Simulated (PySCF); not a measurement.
## Electronic structure of W⁺ (tungsten, charge +1) at the UHF level

Configuration: [Xe] 4f14 5d4 6s1, high-spin 6D determinant. Calculation: PySCF 2.14, in aug-cc-pwCVDZ-PP with ECP60MDF (6s6p5d3f, 70 functions); scalar relativity through the core potential.

- Total energy: -66.461010 hartree
- One-electron energy: -109.2460 hartree
- Hartree (Coulomb) energy: 49.6347 hartree
- Exchange energy: -6.8497 hartree
- ⟨S²⟩: 8.7552
- ⟨L²⟩: 6.019
- Sum of ⟨r⟩: 20.70 bohr
- Sum of ⟨r²⟩: 41.45 bohr²
- Traceless quadrupole moment −½Σ⟨3z² − r²⟩ along its main axis: -1.17 e·bohr²

| shell | electrons | mean orbital energy (eV) | spread (eV) | rms radius, mean of both spins (bohr) |
| --- | --- | --- | --- | --- |
| 5s α | 1 | -102.46 | 0 | 1.16 |
| 5s β | 1 | -97.995 | 0 | 1.16 |
| 5p α | 3 | -62.845 | 0.739 | 1.35 |
| 5p β | 3 | -56.312 | 1.308 | 1.35 |
| 5d α | 4 | -17.763 | 1.161 | 2.09 |
| 6s α | 1 | -15.276 | 0 | 3.20 |

Energies and moments cover only the electrons outside the core potential. Spin-orbit coupling, absent here, splits the open shell strongly.
